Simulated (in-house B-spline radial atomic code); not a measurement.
Spin-orbit splittings of orbital energies (j = l + 1/2 less j = l - 1/2) and ratios of mean radii (lower j over upper j) along the 66-electron series, configuration [Xe] 4f12. Computed with a B-spline radial code for spherical atoms: Dirac-Hartree-Fock, average of the configuration, finite nuclei.

```tsv
ion	Z	splitting of 4p (eV)	radius ratio of 4p	splitting of 4f (eV)	radius ratio of 4f	splitting of 4d (eV)	radius ratio of 4d
Er2+	68	44.586	0.9459	1.254	0.97971	8.3002	0.9811
Tm3+	69	48.172	0.94434	1.4013	0.9838	8.971	0.98074
Yb4+	70	52.039	0.94283	1.5826	0.98573	9.7105	0.98041
Lu5+	71	56.196	0.94133	1.7881	0.98683	10.514	0.9801
```
